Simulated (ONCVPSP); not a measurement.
What one change does to a pseudopotential (nitrogen (N), ONCV)

```
Element                 : N (Z = 7)
Generator               : ONCVPSP 4.0.1
Type                    : optimised norm-conserving Vanderbilt (ONCV)
Functional              : PW91
Relativity              : scalar-relativistic
Frozen core             : [He]
Valence charge          : 5
Reference configuration : 2s2 2p2 (charge +1)
Partial waves           : 2s: rc 0.70 bohr, ncon 4, nbas 7, qcut 9.2 1/bohr, 2 projectors, debl 1.8 Ha; 2p: rc 1.35 bohr, ncon 3, nbas 7, qcut 12 1/bohr, 1 projector
Local potential         : polynomial inside 0.50 bohr (lpopt 5, dvloc0 2 Ha)
Core correction         : polynomial model core, fcfact 0.35
```

Change: functional PBE.

Cutoffs: the cutoffs (Ha) at which the residual kinetic energy of the hardest occupied pseudo-wave falls to 1 and 0.1 mHa per electron; they do not see the model core or the augmentation charge, which bear on the density cutoff. Errors are all-electron minus pseudo energies relative to the spin-unpolarised reference configuration.

Task: Predict the effect on cutoff, ghosts and configuration errors.

Result: The potential gets neither clearly harder nor softer (174 Ha and 248 Ha → 175 Ha and 248 Ha); both files keep a bound ghost (s); of the 4 tests that both files solve, the error grows in 2 and shrinks in 0 by more than 15 % and 0.3 meV (median size 21.6 → 25.2 meV).

```tsv
quantity	base	changed
cutoff, loose	174 Ha	175 Ha
cutoff, tight	248 Ha	248 Ha
loose cutoff by channel	s 174 Ha, p 38 Ha	s 175 Ha, p 38 Ha
bound ghosts	s	s
GHOST(+) flags under 300 eV	none	none
error for 2s2 2p3, meV [ΔE -13.67 → -13.59 eV]	+4.1	+4.8
error for 2s2 2p1, meV [ΔE 28.95 → 28.85 eV]	+21	+24
error for 2s2 2p0, meV [ΔE 76.14 → 75.94 eV]	+167	+193
error for 2s1 2p4, meV [ΔE -2.19 → -2.08 eV]	+23	+26
s: phases at 0.71 bohr within 0.05 rad from the reference energy up to (Ha; the scan ends near 5)	to the end of the scan	to the end of the scan
p: phases at 1.37 bohr within 0.05 rad from the reference energy up to (Ha; the scan ends near 5)	2.5	2.5
rms error of d²Exc/dni dnj with the model core, mHa	1.77	2.13
```

 A true bound ghost makes a file unfit for plane-wave use even where its test errors are small: the radial tests pick states by their node count and pass the ghost by.
